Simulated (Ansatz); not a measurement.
Several settings on one geometry of SnH2Me(NHMe) (C2H9NSn) (that of the charge 0 singlet, PBE-D4/def2-SVP). Ansatz on 2 threads of Arm Neoverse V2 on a shared host; times are rough.

```xyz
13

Sn    0.645    0.651    0.347
H     0.762    0.531    2.071
H     2.249    0.618   -0.348
C    -0.446    2.403   -0.303
H     0.074    3.322    0.030
H    -1.464    2.381    0.129
H    -0.520    2.415   -1.408
N    -0.528   -0.972   -0.197
C    -0.075   -2.317    0.128
H    -0.807   -0.908   -1.184
H     0.829   -2.684   -0.423
H     0.167   -2.383    1.211
H    -0.886   -3.058   -0.055
```

Totals from different functionals, basis sets or treatments of relativity can't be compared as stabilities.

In the def2 sets Sn takes a core potential; there is no spin–orbit coupling. Correlated methods freeze 21 core orbitals; core or outer-core shells of Sn are correlated, in sets that lack core-valence functions.

The spins typed aren't always the lowest for that charge.

(1) Give the basis size and estimate the energy, ⟨S²⟩ and time of these runs.

```tsv
run	method	charge	state	further keys
1	UKS RPBE-D3(BJ)/def2-SVPD	1	doublet	scf: {lower_state_search: light}
2	UKS BHLYP-D3(BJ)/def2-mTZVPP	0	singlet	scf: {omitted_lower_state_checks: [starts]}
3	UKS ωPBEh/def2-mTZVP	0	singlet	–
4	RKS PBE0-DH/STO-3G	0	singlet	–
```

## Answers

(1) 
```tsv
run	functions	energy (Eh)	⟨S²⟩	wall time
1	164	-350.3709	0.76	8 s
2	143	-350.5450	0.00	5.5 s
3	120	-350.5315	0.00	4.8 s
4	51	-6099.5680	–	1.6 s
```
